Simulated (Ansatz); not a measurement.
A single point on C2H8O2Si, SMILES `CC(O)[SiH2]O`.

```yaml
crystal:
  periodic: [false, false, false]
  atoms:
    - {symbol: C, position_ang: [-0.989372, 0.568374, 1.101212]}
    - {symbol: C, position_ang: [0.243315, -0.182011, 0.647961]}
    - {symbol: O, position_ang: [1.327269, 0.767951, 0.605306]}
    - {symbol: Si, position_ang: [0.099538, -0.880692, -1.104401]}
    - {symbol: O, position_ang: [-0.122478, 0.371040, -2.152051]}
    - {symbol: H, position_ang: [-0.814806, 1.038937, 2.072049]}
    - {symbol: H, position_ang: [-1.839127, -0.112128, 1.192453]}
    - {symbol: H, position_ang: [-1.257591, 1.350747, 0.387332]}
    - {symbol: H, position_ang: [0.468120, -0.971901, 1.378559]}
    - {symbol: H, position_ang: [2.153917, 0.282786, 0.534937]}
    - {symbol: H, position_ang: [-1.046978, -1.804901, -1.294380]}
    - {symbol: H, position_ang: [1.376762, -1.603936, -1.385818]}
    - {symbol: H, position_ang: [0.421831, 1.140935, -1.968262]}
basis:
  gaussian: {orbitals: def2-QZVPP}
correlation: {method: mp2}
```

```sh
$ ansatz run in.yaml --threads 4 --pin off --events-out ev --progress --plain --max-ram 10444MiB
```

It prints (some lines left out):

```
Functional definition: HF
3219 factors; integrals over basis functions are off by at most 1.1e-3 eV
mean field evaluation 1: about -14123.1002 eV, gradient 5.1e1 eV
mean field evaluation 2: about -14123.2408 eV, gradient 5.1e1 eV
mean field evaluation 4: about -14128.6437 eV, gradient 4.6e0 eV
mean field evaluation 8: about -14128.7179 eV, gradient 2.7e-1 eV
mean field -14128.71820973 eV, -519.2208174186 hartree, gradient 1.9e-6 eV, S^2 0.000000; 0 other end points of the search recorded, 0 dependent functions left out
9 core orbitals not correlated: weight in the atoms' cores, before any rotation towards them, 1.000 or more for the frozen orbitals, at most 0.000 for the correlated occupied ones
reference -14128.71820973 eV, -519.2208174186 hartree; 16, 16 occupied and 513, 513 virtual orbitals, 3219 factors
second order -28.03740649 eV of doubles, -0.00000000 eV of singles
Total energy: -14156.75561622 eV, -520.2511731025 hartree
```

Run time 29 s (4 threads of an Arm Neoverse V1 on a shared host); peak host memory 4 GiB.
